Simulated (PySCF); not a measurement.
## Steps of a relaxation of [Dy(H2S)]3+

[Dy(H2S)]3+ (singlet in the valence; each metal's 4f electrons, 9 of them, lie in its core potential, out of spins and levels). PySCF 2.14.0, RKS B3LYP, Dy lcecp-1-SVP with ECP55, S def2-SVP, H def2-SVP; non-relativistic Hamiltonian with scalar-relativistic core potentials where named; density fitting; no spin-orbit coupling. Origin of the start: template. Columns: position (Å) and force (eV/Å). Energies are counted from the last step; some of the 7 steps are shown. Forces carry noise of the integration grid, about 0.01 to 0.03 eV/Å.

Run from Python with OMP_NUM_THREADS=2. Where DIIS fails, smearing, a level shift and second-order steps follow.
It took 8.2 s on 2 threads of Arm Neoverse V1, with other jobs on the host, from the converged density of the start.

```xyz
4
step 0  E = 0.091 eV
Dy    0.0000   -0.0076   -0.4946     0.00    0.08    0.39
S     0.0000   -0.0076    2.3529     0.00   -0.83   -0.64
H     0.9700    0.7424    2.9029     0.97    0.38    0.13
H    -0.9700    0.7424    2.9029    -0.97    0.38    0.13
```

```xyz
4
step 2  E = 0.007 eV
Dy    0.0000    0.0055   -0.4409     0.00    0.03    0.24
S     0.0000   -0.0056    2.3605     0.00    0.02   -0.11
H     1.0534    0.7348    2.8723    -0.06   -0.02   -0.06
H    -1.0534    0.7348    2.8723     0.06   -0.02   -0.06
```

```xyz
4
step 4  E = 0.000 eV
Dy    0.0000    0.0163   -0.4006     0.00    0.00    0.00
S     0.0000   -0.0186    2.3601     0.00    0.05    0.04
H     1.0520    0.7359    2.8523    -0.04   -0.03   -0.02
H    -1.0520    0.7359    2.8523     0.04   -0.03   -0.02
```

Task: Where does the relaxation end?

Result: It converges at step 6 in Cs:
```xyz
4
step 6  E = 0
Dy    0.0000    0.0168   -0.3995
S     0.0000   -0.0185    2.3613
H     1.0503    0.7356    2.8512
H    -1.0503    0.7356    2.8512
```

Task: How did the contacts change?

Result: 
```csv
contact,start (Å),end (Å)
Dy1–S2 (H2S),2.848,2.761
```


An lcecp potential fixes the number of 4f electrons, so in runs with it no electron can move into or out of that shell.
